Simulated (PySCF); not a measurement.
Zn(H)(GeH3) (GeH4Zn), SMILES [ZnH][GeH3]. Geometry optimised at B3LYP-D3(BJ)/def2-TZVP.

Computed equilibrium geometry at B3LYP-D3(BJ)/def2-TZVP (PySCF confirms it by a frequency run) as Cartesian coordinates in Å, and its point group:
point group C3v.
```xyz
6

Zn     0.0000     0.0000     1.2847
H      0.0000     0.0000     2.8408
Ge     0.0000     0.0000    -1.1315
H      1.2356    -0.7134    -1.7240
H      0.0000     1.4268    -1.7240
H     -1.2356    -0.7134    -1.7240
```
